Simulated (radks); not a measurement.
Problem. Coulomb parameter of the 4f shell of the holmium ion Ho3+ in the model configuration [Xe] 4f8.5 6s1.5, as a second difference U = [E(n + 0.5) + E(n - 0.5) - 2 E(n)] / (0.5)^2 with all orbitals relaxed. "Bare": the charge of the atom changes with n. "Screened": the 6s shell takes up the change at fixed total charge, which measures U(4f,4f) + U(6s,6s) - 2 U(4f,6s). Calculated with a radial shooting solver on a logarithmic mesh with Libxc functionals: scalar-relativistic Kohn-Sham, PBE, spin-unpolarised, spherical densities, point nucleus. Estimate both.

Solution. U(bare) = 21.444 eV, U(screened by 6s) = 9.456 eV, against the Slater integral F0(4f,4f) = 34.432 eV with frozen orbitals.
